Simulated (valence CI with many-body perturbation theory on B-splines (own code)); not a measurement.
**Energy levels of Xe⁴⁰⁺**

Calculated by relativistic CI+MBPT: four valence electrons over a frozen Dirac-Fock core [Ne], radial functions for each j: 9 s, 9 p, 8 d, 6 f, 3 g, 1 h, with the one-electron correlation potential Σ1, the two-electron term Σ2, the three-electron term Σ3, Breit, model QED; selected CI, second order for the rest, scaled by the run's own slope (own B-spline code, finite nucleus).

The last digits are not significant, and no measured levels were compared; by estimate large intervals hold to a few tenths of a per cent, small ones and those within an open d or f shell to about a per cent.

Levels 1 to 36 of 36, with energies above the lowest level, (3s^2 3p1/2^2) J=0. "Leading %" is the weight of the configuration and term that name the level; weights of strongly mixed levels are sums over their largest components and can fall short, so below about 35 % the name and the second component can differ from the true leading terms, or belong to a minority configuration. In the jj column 3d3/2^4 stands for four electrons in 3d with j = 3/2. Lifetimes count E1, E2, E3, M1 and M2 decay at the calculated energies, and are blank where another channel may lead or the interval is too uncertain; long ones can be off by a factor of two.

```
No.  Configuration  Term  J  E (eV)  Leading %    Second component  Lifetime                   Leading jj
  1        3s2 3p2    3P  0    0.00         72     27 % 3s2 3p2 1S                    3s^2 3p1/2^2 (98 %)
  2        3s2 3p2    3P  1   73.83         99                        363 ns      3s^2 3p1/2 3p3/2 (99 %)
  3        3s2 3p2    1D  2   80.23         60     39 % 3s2 3p2 3P   81.3 μs      3s^2 3p1/2 3p3/2 (98 %)
  4        3s2 3p2    3P  2  158.68         60     39 % 3s2 3p2 1D    197 ns          3s^2 3p3/2^2 (98 %)
  5        3s2 3p2    1S  0  172.64         71     26 % 3s2 3p2 3P    136 ns          3s^2 3p3/2^2 (97 %)
  6         3s 3p3   5S°  2  175.76         40     40 % 3s 3p3 3P°    115 ps      3s 3p1/2^2 3p3/2 (92 %)
  7         3s 3p3   3D°  1  195.61         41     19 % 3s 3p3 3P°   9.99 ps      3s 3p1/2^2 3p3/2 (81 %)
  8      3s2 3p 3d   3F°  2  220.75         70  21 % 3s2 3p 3d 1D°    699 ps      3s^2 3p1/2 3d3/2 (96 %)
  9         3s 3p3   5S°  2  237.77         34     25 % 3s 3p3 3D°    610 ps      3s 3p1/2 3p3/2^2 (61 %)
 10      3s2 3p 3d   3F°  3  245.45         34     32 % 3s 3p3 3D°   97.3 ps      3s^2 3p1/2 3d5/2 (64 %)
 11      3s2 3p 3d   3D°  1  247.44         50  19 % 3s2 3p 3d 1P°   1.70 ps      3s^2 3p1/2 3d3/2 (81 %)
 12         3s 3p3   3D°  2  261.33         32  28 % 3s2 3p 3d 3P°   5.97 ps      3s^2 3p1/2 3d5/2 (52 %)
 13         3s 3p3   3D°  3  264.00         60  34 % 3s2 3p 3d 3F°   12.1 ps      3s 3p1/2 3p3/2^2 (60 %)
 14         3s 3p3   3P°  0  268.12         89  10 % 3s2 3p 3d 3P°   12.6 ps      3s 3p1/2 3p3/2^2 (89 %)
 15         3s 3p3   3P°  1  276.09         42     23 % 3s 3p3 3D°   7.14 ps      3s 3p1/2 3p3/2^2 (80 %)
 16         3s 3p3   1D°  2  279.95         52  14 % 3s2 3p 3d 3D°   4.17 ps      3s 3p1/2 3p3/2^2 (66 %)
 17         3s 3p3   3S°  1  286.54         39     22 % 3s 3p3 1P°   2.27 ps      3s 3p1/2 3p3/2^2 (90 %)
 18      3s2 3p 3d   1D°  2  320.44         45  14 % 3s2 3p 3d 3D°   2.59 ps      3s^2 3p3/2 3d3/2 (44 %)
 19      3s2 3p 3d   3D°  2  320.85         36  36 % 3s2 3p 3d 3P°   4.48 ps      3s^2 3p3/2 3d5/2 (44 %)
 20      3s2 3p 3d   3D°  3  320.96         33  31 % 3s2 3p 3d 3F°   2.68 ps      3s^2 3p3/2 3d3/2 (81 %)
 21      3s2 3p 3d   3P°  1  321.03         48  31 % 3s2 3p 3d 3D°   2.03 ps      3s^2 3p3/2 3d3/2 (83 %)
 22      3s2 3p 3d   3F°  4  321.67         99                        431 ns      3s^2 3p3/2 3d5/2 (99 %)
 23      3s2 3p 3d   3P°  0  322.49         88     10 % 3s 3p3 3P°   2.32 ps      3s^2 3p3/2 3d3/2 (88 %)
 24      3s 3p2 3d    5F  1  324.84         54   28 % 3s 3p2 3d 3D   56.1 ps      3s 3p1/2^2 3d3/2 (92 %)
 25      3s 3p2 3d    5F  2  328.69         30   19 % 3s 3p2 3d 3D   59.1 ps      3s 3p1/2^2 3d3/2 (86 %)
 26      3s2 3p 3d   1F°  3  346.92         53  43 % 3s2 3p 3d 3D°   3.90 ps      3s^2 3p3/2 3d5/2 (85 %)
 27      3s2 3p 3d   1P°  1  350.11         59  22 % 3s2 3p 3d 3P°   5.71 ps      3s^2 3p3/2 3d5/2 (85 %)
 28      3s 3p2 3d    5D  3  350.41         28   23 % 3s 3p2 3d 5F   18.0 ps      3s 3p1/2^2 3d5/2 (87 %)
 29      3s 3p2 3d    3F  2  357.70         20   16 % 3s 3p2 3d 1D   17.4 ps      3s 3p1/2^2 3d5/2 (69 %)
 30         3s 3p3   3P°  2  360.38         37     20 % 3s 3p3 1D°   2.71 ps            3s 3p3/2^3 (70 %)
 31         3s 3p3   1P°  1  378.01         40     22 % 3s 3p3 3S°   1.64 ps            3s 3p3/2^3 (83 %)
 32      3s 3p2 3d    3F  2  382.55         30         23 % 3p4 3P   9.93 ps  3s 3p1/2 3p3/2 3d3/2 (46 %)
 33      3s 3p2 3d    5D  0  386.84         59   12 % 3s 3p2 3d 3P   30.7 ps  3s 3p1/2 3p3/2 3d3/2 (78 %)
 34      3s 3p2 3d    5D  1  389.22         58   19 % 3s 3p2 3d 5F   83.2 ps  3s 3p1/2 3p3/2 3d3/2 (96 %)
 35      3s 3p2 3d    5F  3  392.12         48   33 % 3s 3p2 3d 3F   58.5 ps  3s 3p1/2 3p3/2 3d3/2 (88 %)
 36      3s 3p2 3d    5F  2  392.80         31   17 % 3s 3p2 3d 5D   7.12 ps  3s 3p1/2 3p3/2 3d3/2 (58 %)
```

Where two levels of one J and parity lie close, their mixing, g and order are uncertain.

The ionisation energy to 3s2 3p 2P°_1/2 of the next ion comes out as 2977.5 eV (NIST: 2975 ± 4 eV (theoretical)). All 36 levels together are meant to be complete up to 393.12 eV.
